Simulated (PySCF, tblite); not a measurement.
Isomers of C6H7OP. Calculated harmonic vibrations of the isolated species, GFN2-xTB (tblite), most abundant isotopes, no scaling. The method is semi-empirical: single wavenumbers can be off by several per cent or more. One conformer each.

Electronic energies: PBE0/pcSseg-1 single points on the GFN2-xTB geometries (PySCF, gas phase).

| SMILES | electronic energy, lowest = 0 (kJ/mol) |
| --- | --- |
| COc1ccpcc1 | 3.5 |
| COc1cccpc1 | 0.0 |
| c1occ(C2CC2)p1 | 85.3 |
| C/C=P/c1ccoc1 | 78.7 |
| c1cpc(C2CC2)o1 | 75.6 |

Q: How do GFN2-xTB zero-point energies change the relative energies?

A: 
| SMILES | ZPE (kJ/mol) | of it from modes above 1550 cm⁻¹ | electronic (kJ/mol) | with ZPE, lowest = 0 (kJ/mol) | lowest mode (cm⁻¹) | rings |
| --- | --- | --- | --- | --- | --- | --- |
| COc1cccpc1 | 296.8 | 135.9 | 0.0 | 0.0 | 92 | 1 |
| COc1ccpcc1 | 296.7 | 135.7 | 3.5 | 3.4 | 85 | 1 |
| c1cpc(C2CC2)o1 | 299.9 | 129.6 | 75.6 | 78.6 | 50 | 2 |
| C/C=P/c1ccoc1 | 294.6 | 128.8 | 78.7 | 76.5 | 42 | 1 |
| c1occ(C2CC2)p1 | 300.0 | 129.3 | 85.3 | 88.4 | 55 | 2 |

The zero-point energies span 5.4 kJ/mol, from `C/C=P/c1ccoc1` to `c1occ(C2CC2)p1`. The lowest isomer stays, but the order above it changes.

Q: And how do the electronic energies of GFN2-xTB itself compare?

A: `COc1cccpc1` 0.0; `COc1ccpcc1` 4.2; `c1cpc(C2CC2)o1` 11.8; `C/C=P/c1ccoc1` 50.6; `c1occ(C2CC2)p1` 17.5 kJ/mol, lowest = 0. Against the energies above, taken from the same isomer `COc1cccpc1`, the largest difference is 67.8 kJ/mol.

Q: What do entropy and thermal enthalpy add at 298.15 K and 1 bar (rigid rotor, harmonic oscillator, one conformer each)?

A: 
```csv
SMILES,point group,symmetry number,S (J/(mol K)),H − H(0) (kJ/mol),ZPE + H − H(0) − TS (kJ/mol)
COc1cccpc1,Cs,1,359.7,22.52,212.1
COc1ccpcc1,Cs,1,360.0,22.52,211.9
C/C=P/c1ccoc1,C1,1,379.8,24.21,205.6
c1occ(C2CC2)p1,Cs,1,356.1,21.31,215.1
```

Not tabulated: `c1cpc(C2CC2)o1` (point group not settled).
